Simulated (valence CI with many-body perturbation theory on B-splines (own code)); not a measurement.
**Missing levels of Bi⁷⁰⁺**

Calculated by configuration interaction combined with many-body perturbation theory (CI+MBPT): three valence electrons over a frozen Dirac-Fock core [Ne], radial functions for each j: 11 s, 11 p, 9 d, 7 f, 5 g, 2 h, 1 i, with the one-electron correlation potential Σ1, the two-electron term Σ2, the three-electron term Σ3, Breit, model QED; selected CI, second order for the rest (own B-spline code, finite nucleus).

The last digits are not significant, and no measured levels were compared; by estimate large intervals hold to a few tenths of a per cent, small ones and those within an open d or f shell to about a per cent.

```tsv
Level	E (Ry)
(3s^2 3p1/2) J=1/2	0.000
(3s 3p1/2^2) J=1/2	14.917
(3s^2 3p3/2) J=3/2	?
(3s 3p1/2 3p3/2) J=3/2 [a]	58.747
(3s 3p1/2 3p3/2) J=5/2	?
(3s 3p1/2 3p3/2) J=3/2 [b]	?
(3s 3p1/2 3p3/2) J=1/2	?
(3s^2 3d3/2) J=3/2	66.536
(3s^2 3d5/2) J=5/2	75.906
(3s 3p1/2 3d3/2) J=3/2 [a]	76.294
(3p1/2^2 3p3/2) J=3/2	77.437
(3s 3p1/2 3d3/2) J=5/2	78.222
(3s 3p1/2 3d3/2) J=1/2	80.533
(3s 3p1/2 3d3/2) J=3/2 [b]	?
(3s 3p1/2 3d5/2) J=5/2 [a]	88.474
(3s 3p1/2 3d5/2) J=7/2	?
(3s 3p1/2 3d5/2) J=5/2 [b]	90.613
(3s 3p1/2 3d5/2) J=3/2	90.953
(3p1/2^2 3d3/2) J=3/2	94.743
(3s 3p3/2^2) J=5/2	106.173
```

Levels are named by their leading jj configuration (3d3/2^4 stands for four electrons in 3d with j = 3/2), which in mixed levels can hold well under half, so a name can repeat and another be missing. Letters in brackets count levels of one name in rising energy.

The levels stand in rising order. What does the calculation give for the missing energies?

(3s^2 3p3/2) J=3/2 46.495; (3s 3p1/2 3p3/2) J=5/2 60.328; (3s 3p1/2 3p3/2) J=3/2 [b] 61.976; (3s 3p1/2 3p3/2) J=1/2 62.932; (3s 3p1/2 3d3/2) J=3/2 [b] 81.294; (3s 3p1/2 3d5/2) J=7/2 89.764.
